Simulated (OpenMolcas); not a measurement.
## Computed transition rates of Sb

| Property | Result |
| --- | --- |
| Program | OpenMolcas 26.06 |
| Method | SS-CASPT2, IPEA 0.25 Eh, imaginary shift 0.1 Eh (closed shells correlated: 4d) |
| Basis | ANO-RCC-VQZP [8s7p5d3f2g] |
| Scalar Hamiltonian | DKH2, point nucleus |
| Active space | 5 electrons in 8 orbitals (5s 5p 6s 6p) |
| State averaging | 2S+1 = 4 odd, 1 root; 2S+1 = 2 odd, 8 roots; 2S+1 = 4 even, 3 roots |
| Spin-orbit coupling | RASSI with atomic mean-field integrals over the reference wave functions, term energies averaged over their components |

Rates come from the transition moments of the reference wave functions (E1 and E2 in the length form). At fixed line strength A goes as λ^-3 for E1 and M1 and as λ^-5 for E2, so a rate at the computed wavelength can be rescaled to the measured one. Measured vacuum wavelengths follow from level energies in NIST Handbook of Basic Atomic Spectroscopic Data. Branching counts decays inside the model space alone, at computed energies, and the table is only a selection of the E2 and M1 lines, drawn from those between levels with measured partners whose computed energy lies within a factor of 1.5 of the measured one.

| Upper | Lower | Type | λ computed (nm) | λ measured (nm) | A computed (s-1) | A rescaled (s-1) | Branching % |
| --- | --- | --- | --- | --- | --- | --- | --- |
| 5s² 5p³ ²D°_5/2 | 5s² 5p³ ²D°_3/2 | M1 | 9321 | 7452 | 1.19e-02 | 2.33e-02 | 20.4 |
| 5s² 5p³ ²P°_1/2 | 5s² 5p³ ²D°_5/2 | E2 | 1379 | 1529 | 1.14e-01 | 6.80e-02 | 2.9 |
| 5s² 5p³ ²P°_1/2 | 5s² 5p³ ²D°_3/2 | M1 | 1202 | 1269 | 1.03e+00 |  | 26.2 |
| 5s² 5p³ ²P°_1/2 | 5s² 5p³ ²D°_3/2 | E2 | 1202 | 1269 | 3.10e-01 | 2.36e-01 | 7.9 |
| 5s² 5p³ ²P°_3/2 | 5s² 5p³ ²D°_5/2 | M1 | 1159 | 1161 | 1.10e+00 |  | 12.2 |
| 5s² 5p³ ²P°_3/2 | 5s² 5p³ ²D°_5/2 | E2 | 1159 | 1161 | 4.20e-01 | 4.16e-01 | 4.7 |
| 5s² 5p³ ²D°_3/2 | 5s² 5p³ ⁴S°_3/2 | M1 | 1042 | 1175 | 5.99e-01 |  | 98.6 |
| 5s² 5p³ ²D°_3/2 | 5s² 5p³ ⁴S°_3/2 | E2 | 1042 | 1175 | 8.66e-03 |  | 1.4 |
| 5s² 5p³ ²P°_3/2 | 5s² 5p³ ²D°_3/2 | M1 | 1030 | 1005 | 2.73e+00 |  | 30.2 |
| 5s² 5p³ ²P°_3/2 | 5s² 5p³ ²D°_3/2 | E2 | 1030 | 1005 | 2.17e-01 | 2.45e-01 | 2.4 |
| 5s² 5p³ ²D°_5/2 | 5s² 5p³ ⁴S°_3/2 | M1 | 937.4 | 1015 | 2.51e-02 |  | 42.9 |
| 5s² 5p³ ²D°_5/2 | 5s² 5p³ ⁴S°_3/2 | E2 | 937.4 | 1015 | 2.15e-02 |  | 36.7 |
| 5s² 5p³ ²P°_1/2 | 5s² 5p³ ⁴S°_3/2 | M1 | 558.1 | 609.9 | 2.45e+00 |  | 62.1 |
| 5s² 5p³ ²P°_1/2 | 5s² 5p³ ⁴S°_3/2 | E2 | 558.1 | 609.9 | 3.66e-02 |  | 0.9 |
| 5s² 5p³ ²P°_3/2 | 5s² 5p³ ⁴S°_3/2 | M1 | 518.2 | 541.6 | 4.54e+00 |  | 50.3 |

Spin-changing lines and M1 lines between different terms are not rescaled, since their strength hangs on the term gaps too.

The largest correction is for 5s² 5p³ ²D°_5/2 → 5s² 5p³ ²D°_3/2 (M1): 1.19e-02 × (9321 / 7452)^3 = 2.33e-02 s-1, a factor of 1.96.

No measured rate stands beside these. Rescaling mends the energy factor alone: line strengths can still be far off where a level mixes with configurations outside the active space, and weak or spin-changing lines hang on small mixing coefficients that depend on the term gaps too, so rescaling need not improve them.

CASPT2 does not keep the components of a term degenerate, so their means are used; among the terms shown or strongly mixed into the levels shown the widest spread is 110 cm-1 (5s² 5p³ ²D°). Active for correlation alone: 6p 6s; no level in the range computed is led by a configuration that fills them, so any true level of that kind is missing. Measured partners are found by configuration, term and J. A level has none where our copy of the source lacks it or the pairing is in doubt (some pairs that miss far off the trend of their configuration count as doubtful). Only configurations of the active space appear.

° marks odd parity.
